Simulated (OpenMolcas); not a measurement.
**Ionisation energies of ruthenium**

* Program: OpenMolcas
* Basis: ANO-R3 [8s6p5d3f2g1h]
* Scalar Hamiltonian: X2C, finite nucleus
* Spin-orbit coupling: RASSI with atomic mean-field integrals over the reference wave functions, term energies averaged over their components

Active shells in each charge state: the valence d shell, with orbitals averaged over the low states. Where CASPT2's correlated closed shells are named, they are those of the first ion.

A. CASSCF
B. SS-CASPT2, IPEA 0.25 Eh, imaginary shift 0.1 Eh (closed shells correlated: 4s 4p)
C. SS-CASPT2, IPEA 0 Eh, imaginary shift 0.1 Eh (closed shells correlated: 4s 4p)
D. SS-CASPT2, IPEA 0.25 Eh, imaginary shift 0.1 Eh (closed shells correlated: 3d 4s 4p)
E. SS-CASPT2, IPEA 0.25 Eh, imaginary shift 0.1 Eh (closed shells correlated: none)

Energies in eV between the lowest computed levels, named as in B; reference values from the NIST Atomic Spectra Database with their kind.

```
           From               To        A        B        C        D        E  Spin-orbit share in B                Reference
   Ru2+ 4d6 5D4  Ru3+ 4d5 6S 5/2   26.497   28.204   28.174   28.188   27.966                 +0.132  28.470 (semi-empirical)
Ru3+ 4d5 6S 5/2     Ru4+ 4d4 5D0   44.889   45.875   45.965   45.837   45.604                 -0.239     45.000 (theoretical)
   Ru4+ 4d4 5D0  Ru5+ 4d3 4F 3/2   59.306   60.303   60.364   60.267   59.920                 -0.107     59.000 (theoretical)
Ru5+ 4d3 4F 3/2     Ru6+ 4d2 3F2   75.635   76.570   76.653   76.534   76.012                 -0.076     76.000 (theoretical)
   Ru6+ 4d2 3F2   Ru7+ 4d 2D 3/2   93.016   93.946   94.020   93.912   93.176                 +0.120     93.000 (theoretical)
 Ru7+ 4d 2D 3/2     Ru8+ 4p6 1S0  110.037  110.999  111.067  110.967  110.037                 +0.301    110.000 (theoretical)
```

The lowest level within the active space need not be the ion's true ground level.
